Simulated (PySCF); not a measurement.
## `C#Cc1ccc(Cl)cc1`, C8H5Cl

Cartesian coordinates in Å; atom numbers follow the order of the lines, from 1:
```xyz
14

C     3.082    0.516    0.413
C     1.899    0.297    0.261
C     0.506    0.037    0.081
C    -0.319    0.985   -0.548
C    -1.674    0.739   -0.725
C    -2.218   -0.463   -0.271
Cl   -3.905   -0.770   -0.492
C    -1.418   -1.419    0.356
C    -0.063   -1.167    0.530
H     4.130    0.711    0.549
H     0.115    1.923   -0.899
H    -2.317    1.473   -1.213
H    -1.862   -2.353    0.703
H     0.571   -1.908    1.020
```

Method used: TDDFT CAM-B3LYP/aug-cc-pVDZ excited states, vertical, gas phase in PySCF 2.14.0. Geometry: PBE0-D3(BJ)/def2-SVP.

Q: How strongly do the lowest singlets absorb one photon, and two photons of half the energy?

A: δ for parallel linear polarisation; σ at the peak of a Lorentzian of half width 0.1 eV, single beam; Ω is circular over linear.
| state | E (eV) | f | photon λ (nm) | δ (au) | σ (GM) | Ω | main |
| --- | --- | --- | --- | --- | --- | --- | --- |
| S1 | 5.00 | 0.001 | 496 | 6.23 | 0.06 | 1.50 | HOMO→LUMO+1 0.64, HOMO−1→LUMO 0.33 |
| S2 | 5.08 | 0.428 | 488 | 18.8 | 0.18 | 0.53 | HOMO→LUMO 0.90 |
| S3 | 5.57 | 0.000 | 445 | 0.4 | 0.00 | 1.50 | HOMO−2→LUMO 0.87 |
| S4 | 6.05 | 0.002 | 410 | 61.4 | 0.82 | 1.50 | HOMO→LUMO+2 0.85 |
| S5 | 6.13 | 0.000 | 405 | 2.5 | 0.03 | 1.50 | HOMO→LUMO+8 0.55, HOMO−3→LUMO+8 0.13 |
| S6 | 6.30 | 0.274 | 393 | <0.1 | 0.00 | – | HOMO−1→LUMO 0.63, HOMO→LUMO+1 0.33 |

Among these, the strongest one-photon state is S2, the strongest two-photon state S4, with a dipole change of 1.1 D (relaxed, norm of the difference vector).
